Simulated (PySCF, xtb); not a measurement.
Ta(NH)(OH)(NH2)2 (H₆N₃OTa), SMILES [NH]=[Ta]([NH2])([NH2])[OH], multiplicity 1.

GFN2-xTB (xtb) at its own geometry gives an orbital gap of 3.45 eV and a dipole moment of 3.69 D.

Geometry optimised at PBE0-D3(BJ)/def2-SVP. The multiplicity is an assumed one; no other spin state was optimised. The structure was generated by enumeration; whether it is a known compound was not checked. The def2 effective core potentials stand for the cores of Ta; spin–orbit coupling is left out. The values are those of a single conformer.

What does PBE/def2-TZVP in PySCF give? (An estimate is asked for; the answer gives what the named calculation found.)

gap 4.99 eV (levels -5.51 and -0.52 eV), dipole 0.76 D.
